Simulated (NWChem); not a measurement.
# C2H7OSi, doublet; SMILES C[SiH](C)[O]

```xyz
11

C     -1.1871     1.2328     0.2112
Si     0.1385    -0.0178    -0.3828
C     -0.2719    -1.7407     0.2614
O      1.5113     0.6536     0.2871
H     -2.1518     0.8936    -0.2213
H     -1.2462     1.2260     1.3159
H     -0.9562     2.2530    -0.1468
H      0.1496    -0.0094    -1.8939
H     -0.3622    -1.7347     1.3659
H      0.5202    -2.4642    -0.0186
H     -1.2285    -2.0968    -0.1748
```
Atoms are numbered in this order, from 1.

Program: NWChem. Spin-unrestricted. Structure relaxed at the PBE-D3(BJ)/def2-SVP, spin-unrestricted level. No frequency run checked for a minimum. No stability test was run on the SCF state. B3LYP is NWChem's, with the RPA form of VWN correlation.

For level B3LYP/def2-SVP:

```
Item                                                         Value
-----------------------------------------------------------  -----
highest occupied level (eV)                                  -7.76
lowest empty minus highest occupied level, either spin (eV)   3.26
dipole (D)                                                    2.20
```

What are these values for level BP86/def2-SVP?

The highest occupied level (eV) is -6.33, the lowest empty minus highest occupied level, either spin (eV) is 0.68 and the dipole (D) comes out as 2.51.
